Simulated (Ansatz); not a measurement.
CH7BFNSn. The species carries charge 0 and has multiplicity 1. Correlated methods include outer-core shells of Sn, which these sets cover unevenly. Sn takes the def2 core potential. The bonds changed during the relaxation, so this is another structure than the one it started from.

```xyz
12

B     0.0710   -0.8233   -0.7696
C     1.0495   -0.4346    0.3230
N     0.9943   -0.7388    1.6067
F     2.1027    0.3292    0.0764
Sn   -1.2036    1.0814   -0.7873
H    -0.6941   -1.6876   -0.4236
H     0.5546   -0.8611   -1.8679
H     1.6169   -0.3127    2.2738
H     0.2432   -1.3219    1.9315
H    -2.4814    0.8862   -1.9082
H    -0.3437    2.5046   -1.2107
H    -1.9096    1.3786    0.7560
```

Task: Give the diagnostics of a CCSD(T)/def2-TZVPP run (frozen core, the Gaussian-basis code of Ansatz). (An estimate is asked.)

Result: Ansatz gave: T1 = 0.0142, largest single amplitude 0.028, largest double 0.042, (T) share of the correlation energy 3.5 %, 10 CCSD cycles. The RHF solution is stable towards an unrestricted one. T1 lies under the customary mark of 0.02 for closed shells.
